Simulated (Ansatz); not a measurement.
The inner images of a band of BF2HO + FH (7 atoms, charge 0, multiplicity 1) are given out of order.

Level of theory: RKS PBE-D4/def2-SVP in Ansatz 0.2.0.

Initial state:

```xyz
7
Properties=species:S:1:pos:R:3
B -0.053 -0.249 0.097
O -0.031 -0.282 1.473
H -0.931 -0.398 1.832
F 1.096 -0.190 -0.556
F -1.198 -0.361 -0.578
F 0.076 2.250 0.819
H 0.255 1.551 1.430
```

Final state:

```xyz
7
Properties=species:S:1:pos:R:3
B 0.011 0.399 -0.089
O 0.047 0.009 1.670
H -0.841 -0.372 1.832
F 1.120 -0.204 -0.559
F -1.188 -0.163 -0.416
F 0.032 1.762 -0.014
H 0.033 0.892 2.095
```

Question: Put them in order from the first end to the last, with their energies above the first end.
A.
```xyz
7
Properties=species:S:1:pos:R:3
B -0.034 -0.163 0.133
O -0.011 -0.294 1.512
H -0.906 -0.455 1.863
F 1.117 -0.179 -0.524
F -1.189 -0.192 -0.534
F 0.067 2.096 0.663
H 0.169 1.510 1.404
```
B.
```xyz
7
Properties=species:S:1:pos:R:3
B 0.012 0.269 0.046
O 0.030 -0.016 1.638
H -0.839 -0.381 1.909
F 1.135 -0.194 -0.525
F -1.181 -0.131 -0.462
F 0.058 1.732 0.319
H -0.001 1.043 1.593
```
C.
```xyz
7
Properties=species:S:1:pos:R:3
B -0.014 -0.026 0.147
O 0.006 -0.205 1.553
H -0.877 -0.450 1.887
F 1.130 -0.172 -0.515
F -1.181 -0.120 -0.501
F 0.072 1.911 0.560
H 0.078 1.384 1.387
```
D.
```xyz
7
Properties=species:S:1:pos:R:3
B 0.002 0.133 0.116
O 0.012 -0.082 1.601
H -0.855 -0.418 1.902
F 1.138 -0.185 -0.513
F -1.178 -0.117 -0.483
F 0.068 1.780 0.465
H 0.027 1.211 1.430
```
E.
```xyz
7
Properties=species:S:1:pos:R:3
B 0.015 0.355 -0.036
O 0.045 -0.009 1.666
H -0.834 -0.374 1.896
F 1.129 -0.202 -0.549
F -1.185 -0.144 -0.442
F 0.051 1.734 0.147
H -0.008 0.963 1.836
```

Answer: A (+0.5 kcal/mol), C (+3.5 kcal/mol), D (+7.7 kcal/mol), B (-1.0 kcal/mol), E (-9.5 kcal/mol).

Run time: 74 s on 1 thread of Arm Neoverse V2 (shared host), peak memory 0.13 GiB.
